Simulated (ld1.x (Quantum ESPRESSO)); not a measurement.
## Ranking RRKJ potentials for Al

All share these settings but for the change named:

ld1.x (Quantum ESPRESSO) 7.5 input, shortened:

```
&input
   title='Al', zed=13., rel=1, dft='PW91', iswitch=3,
   config='[Ne] 3s1.5 3p1.5'
 /
 &inputp
   pseudotype=2, tm=.false., lloc=0,
   nlcc=.false.
 /
2
3P  2  1   1.50   0.00  1.95  1.95  0.0
3S  1  0   1.50   0.00  1.70  1.70  0.0
 &test
   configts(1)='3s1.5 3p1.5'
 /
```

Cutoff: the first of the cutoffs (Ry, on a coarse ladder) from which the occupation-weighted sum of valence levels, in a spherical-Bessel basis at the reference potential, stays within 10 and 1 mRy of its value at 400 Ry; the density cutoff is not measured.

The base gives 10 Ry.

Of 6 variants that were run, those that failed, showed a ghost or another fault, or gave nearly equal values are left out.

A variant can come out equal or close to the base.

Q: Rank these variants from softest to hardest (loose cutoff).
A. wave 3s (bound): rc 1.70 bohr becomes 3s (bound): rc 2.24 bohr
B. wave 3s (bound): rc 1.70 bohr becomes 3s (bound): rc 1.36 bohr
C. wave 3s (bound): rc 1.70 bohr becomes 3s (bound): rc 1.68 bohr

A: A (8 Ry), C (10 Ry), B (35 Ry).
